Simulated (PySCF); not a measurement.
CHBrClF, SMILES F[C@@H](Cl)Br. Heavy atoms are numbered as in [C@H:1]([F:2])([Cl:3])[Br:4]. Hydrogens are named by the atom that carries them.

The structure is a stationary point at PBE0-D3(BJ)/def2-SVP.

Computed with PBE0/pcSseg-1 (PySCF).

GIAO shieldings, no solvent; atoms alike by connectivity are averaged. δ = σ(ref) − σ: ¹³C against TMS (σ = 186.3 ppm); ¹⁹F against CFCl3 (σ = 167.2 ppm); ³⁵Cl against HCl (σ = 945.9 ppm); ¹H against TMS (σ = 31.56 ppm), references at their B3LYP-D3(BJ)/def2-TZVP geometries, non-relativistic (without spin–orbit terms, shifts of atoms bonded to Cl or Br come out too high).

| atoms | nucleus | count | δ (ppm) |
|---|---|---|---|
| C1 (CH) | ¹³C | 1 | 122.1 |
| F2 | ¹⁹F | 1 | [?] |
| Cl3 | ³⁵Cl | 1 | 368.1 |
| H on C1 | ¹H | 1 | [?] |

Task: Complete the blanks. (Estimate from the structure and the level; the computed values follow.)

Result: 
- F2, δ (ppm): -97.5
- H on C1, δ (ppm): 7.94
